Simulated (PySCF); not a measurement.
OsO₂, SMILES [O]=[Os]=[O] (connectivity only; charge and spin as stated), neutral, multiplicity 3.

Geometry: r2SCAN-D4/def2-TZVP. The multiplicity is an assumed one; other spin states were not compared. The def2 effective core potentials stand for the cores of Os; spin–orbit coupling is left out.

Level of theory: PySCF 2.14.0 with TDA-CAM-B3LYP/def2-TZVPD.

Vertical excitations. 

Computed excitation energies, oscillator strengths and character:
| state | energy (eV) | λ (nm) | f | main pairs |
|---|---|---|---|---|
| root 1 | 0.43 | 2883 | 0.000 | β HOMO→LUMO+1 97 % |
| root 2 | 0.91 | 1366 | 0.000 | β HOMO→LUMO 97 % |
| root 3 | 1.81 | 684 | 0.000 | α HOMO−1→LUMO 45 %, α HOMO→LUMO 8 %, β HOMO→LUMO+2 45 % |
| root 4 | 2.18 | 568 | 0.000 | α HOMO→LUMO 89 % |
| root 5 | 2.56 | 484 | 0.000 | α HOMO−1→LUMO 43 %, β HOMO→LUMO+2 51 % |
| root 6 | 2.59 | 479 | 0.001 | α HOMO−2→LUMO 86 % |
| root 7 | 3.02 | 411 | 0.000 | α HOMO−1→LUMO+1 44 %, β HOMO→LUMO+3 50 % |
| root 8 | 3.20 | 388 | 0.004 | α HOMO→LUMO+1 97 % |
| root 9 | 3.52 | 353 | 0.000 | α HOMO−1→LUMO+1 17 %, β HOMO−1→LUMO 53 %, β HOMO→LUMO+3 26 % |
| root 10 | 3.54 | 350 | 0.000 | β HOMO−1→LUMO+1 95 % |
Unrestricted roots are not spin-pure.
